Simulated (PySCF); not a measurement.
Isomers of C4H9ClSSi2, one GFN2-xTB conformer each. Single-point energies are computed at PBE0/pcSseg-1 (PySCF, gas phase, no added dispersion term), electronic only.

**Question.** Rank them by PBE0/pcSseg-1 energy, lowest first (kJ/mol).
A. `[CH:1]#[C:2][Si@H:3]([Cl:4])[S:5][SiH2:6][CH2:7][CH3:8]` with C2–Si3–S5–Si6 59°, Si3–S5–Si6–C7 -176°, S5–Si6–C7–C8 175°
B. `[CH2:1]=[CH:2][SiH2:3][S:4][Si@H:5]([Cl:6])[CH:7]=[CH2:8]` with C1–C2–Si3–S4 0°, C2–Si3–S4–Si5 -172°, Si3–S4–Si5–Cl6 -52°, S4–Si5–C7–C8 -170°
C. `[CH3:1][C:2]#[C:3][SiH2:4][CH2:5][S:6][SiH2:7][Cl:8]` with C3–Si4–C5–S6 179°, Si4–C5–S6–Si7 78°, C5–S6–Si7–Cl8 39°
D. `[CH3:1][C:2]#[C:3][Si@@H:4]([Cl:5])[S:6][SiH2:7][CH3:8]` with C3–Si4–S6–Si7 -162°, Si4–S6–Si7–C8 -172°

**Answer.** D (0.0), B (24.5), A (48.0), C (127.0).

GFN2-xTB itself gives, in the same order: 0.0, 55.9, 40.1, 79.6. Both levels put the same isomer lowest; measured from each level's own lowest isomer, the values differ by up to 47.4 kJ/mol (CC#C[SiH2]CS[SiH2]Cl: 79.6 against 127.0).

**Question.** Which frontier levels, dipoles and rotational constants go with these structures?

**Answer.** 
```csv
SMILES,"HOMO (eV, PBE0/pcSseg-1)",LUMO (eV),dipole (D),"A, B, C (MHz)"
CC#C[Si@@H](Cl)S[SiH2]C,-7.32,-0.44,1.16,"1654, 478.7, 389.6"
C=C[SiH2]S[Si@H](Cl)C=C,-7.46,-1.00,0.93,"2021, 503.7, 419.5"
C#C[Si@H](Cl)S[SiH2]CC,-7.48,-0.59,2.24,"1493, 516.0, 473.2"
CC#C[SiH2]CS[SiH2]Cl,-6.92,-0.42,2.12,"1646, 413.7, 359.4"
```
